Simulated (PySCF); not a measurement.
Two species compared at the same levels of theory.

First species: C₇H₁₀OSi.
SMILES: `CO/C=C\[Si@@H]1[C@@H](C1)C#C`

Second species: C₇H₁₀OSi.
SMILES with atom numbers: `[CH:1]#[C:2][C@@H:3]1[CH2:4][Si@H:5]1/[CH:6]=[CH:7]/[O:8][CH3:9]` (hydrogens: H10 on C1; H11 on C3; H12, H13 on C4; H14 on Si5; H15 on C6; H16 on C7; H17, H18, H19 on C9)

Levels: wB97X-D/def2-SVPD for dipole moment, HOMO energy, LUMO energy, HOMO–LUMO gap, static isotropic polarisability and electronic spatial extent ⟨r²⟩ about the centre of nuclear charge; TDDFT wB97X-D/def2-SVPD for lowest singlet excitation; TDA wB97X-D/def2-SVPD for lowest triplet excitation (Tamm–Dancoff); ΔSCF wB97X-D/def2-SVPD for vertical ionisation energy; PBE0-D3(BJ)/def2-SVP for rotational constant A and rotational constant C. Geometries: PBE0-D3(BJ)/def2-SVP. Each structure is a single optimised conformer of the isolated species, non-relativistic unless stated. Electronic properties by PySCF.

The conformers computed, where there is a choice (atom-mapped SMILES and torsion angles):
- `[CH:1]#[C:2][C@@H:3]1[CH2:4][Si@@H:5]1/[CH:6]=[CH:7]\[O:8][CH3:9]`: C4–Si5–C6–C7 135°, C6–C7–O8–C9 175°
- `[CH:1]#[C:2][C@@H:3]1[CH2:4][Si@H:5]1/[CH:6]=[CH:7]/[O:8][CH3:9]`: C4–Si5–C6–C7 -23°, C6–C7–O8–C9 0°

Values for the first species:

| Property | Result |
| --- | --- |
| Dipole moment | 3.72 D |
| HOMO energy | -7.82 eV |
| LUMO energy | 1.22 eV |
| HOMO–LUMO gap | 9.04 eV |
| Lowest singlet excitation | 5.28 eV |
| Lowest triplet excitation (Tamm–Dancoff) | 3.77 eV |
| Static isotropic polarisability | 120.2 au |
| Vertical ionisation energy | 7.86 eV |
| Electronic spatial extent ⟨r²⟩ about the centre of nuclear charge | 2045 bohr² |
| Rotational constant A | 3.272 GHz |
| Rotational constant C | 0.549 GHz |

**Question.** Estimate the same properties for the second species, and the change in each.

**Answer.** 
```
                                                         property       first      second  second less first
                                                    dipole moment      3.72 D      3.20 D            -0.52 D
                                                      HOMO energy    -7.82 eV    -7.96 eV           -0.14 eV
                                                      LUMO energy     1.22 eV     1.36 eV           +0.14 eV
                                                    HOMO–LUMO gap     9.04 eV     9.32 eV           +0.28 eV
                                        lowest singlet excitation     5.28 eV     5.51 eV           +0.23 eV
                         lowest triplet excitation (Tamm–Dancoff)     3.77 eV     4.17 eV           +0.40 eV
                                  static isotropic polarisability    120.2 au    118.5 au            -1.7 au
                                       vertical ionisation energy     7.86 eV     8.03 eV           +0.17 eV
electronic spatial extent ⟨r²⟩ about the centre of nuclear charge  2045 bohr²  2223 bohr²         +178 bohr²
                                            rotational constant A   3.272 GHz   4.664 GHz         +1.392 GHz
                                            rotational constant C   0.549 GHz   0.501 GHz         -0.048 GHz
```

On the first: No computed singlet falls in the visible range (750 to 380 nm, 1.65 to 3.26 eV); S1 lies 2.02 eV above its blue end. The polarisability is 17.82 Å³ as a volume (1 au = 0.148185 Å³), or 1.62 au for each of the 74 electrons.

On the second: In wavenumbers S1 is 44500 cm⁻¹ (1 eV = 8065.54 cm⁻¹). S1 lies 3.81 eV below the HOMO–LUMO gap; its leading configuration is HOMO→LUMO, weight 0.85.
